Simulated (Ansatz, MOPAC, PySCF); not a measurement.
Breaking a bond: CLi (anion, charge -1), lowest singlet found (which spin is the ground state isn't settled by this scan).

RKS-B3LYP/3-21G = restricted B3LYP/3-21G (PySCF); RKS-B3LYP/6-31G* = restricted B3LYP/6-31G*, spherical d (PySCF); AM1, restricted, heats of formation (MOPAC); FCI = full CI/aug-cc-pVDZ, frozen core (Ansatz, a program for electronic structure).

Energies relative to the lowest point of each curve between 1.77 and 2.56 Å, where full CI is lowest, in kcal/mol; the last columns give the difference from FCI:

| R / Å | RKS-B3LYP/3-21G | RKS-B3LYP/6-31G* | AM1 | FCI | RKS-B3LYP/3-21G − FCI | RKS-B3LYP/6-31G* − FCI | AM1 − FCI |
|---|---|---|---|---|---|---|---|
| 1.61 | 2.1 | 5.8 | 17.8 | 21.8 | -19.7 | -16.0 | -4.0 |
| 1.70 | 0.0 | 4.4 | 10.7 | 12.8 | -12.8 | -8.4 | -2.1 |
| 1.77 | 0.0 | 4.7 | 6.7 | 8.0 | -8.0 | -3.2 | -1.2 |
| 1.85 | 1.2 | 6.2 | 3.5 | 4.2 | -3.0 | 2.0 | -0.7 |
| 1.93 | 3.3 | 8.5 | 1.4 | 1.8 | 1.5 | 6.7 | -0.4 |
| 2.00 | 5.6 | 11.0 | 0.4 | 0.6 | 5.0 | 10.4 | -0.2 |
| 2.04 | 7.2 | 12.6 | 0.1 | 0.2 | 7.0 | 12.4 | -0.1 |
| 2.14 | 11.3 | 16.9 | 0.0 | 0.0 | 11.3 | 16.9 | 0.0 |
| 2.21 | 14.4 | 20.0 | 0.4 | 0.3 | 14.0 | 19.7 | 0.1 |
| 2.32 | 19.4 | 25.1 | 1.5 | 1.4 | 17.9 | 23.7 | 0.1 |
| 2.41 | 23.5 | 29.3 | 2.8 | 2.7 | 20.8 | 26.6 | 0.1 |
| 2.56 | — | 0.0 | 5.2 | 5.1 | — | -5.1 | 0.1 |
| 2.76 | — | 5.4 | 8.6 | 8.7 | — | -3.3 | -0.1 |

RKS-B3LYP/3-21G is furthest from FCI at 2.41 (20.8 kcal/mol, above); its mean absolute difference over the points is 11.0 kcal/mol.

RKS-B3LYP/6-31G* is furthest from FCI at 2.41 (26.6 kcal/mol, above); its mean absolute difference over the points is 11.9 kcal/mol.

AM1 is furthest from FCI at 1.61 (-4.0 kcal/mol, below); its mean absolute difference over the points is 0.7 kcal/mol.

A dash means that the run gave no value there, or that the column was ended at a point which the program doubted or which failed a test of continuity chosen for this set; such a test can also cut sound points.

The scan ran from 1.46 to 6.92 Å; beyond the distances shown full CI changes its symmetry label. The restricted form behind RKS-B3LYP/3-21G, RKS-B3LYP/6-31G*, AM1 keeps the bonding electrons paired and can't separate into open-shell fragments. Where the anion isn't bound against loss of the electron, the finite basis alone holds it. Also computed but left out beside FCI, since their determinant holds another spin at the minimum (<S²> over 0.7 above the pure value): UHF, UMP2, UCCSD, UCCSD(T), UCCSDT, UCCSDT(Q), UKS-BLYP, UKS-B3LYP, UKS-PBE, UKS-B3LYP/6-31G*, UKS-B3LYP/3-21G, UHF/LANL2DZ, UKS-B3LYP/6-311+G**.
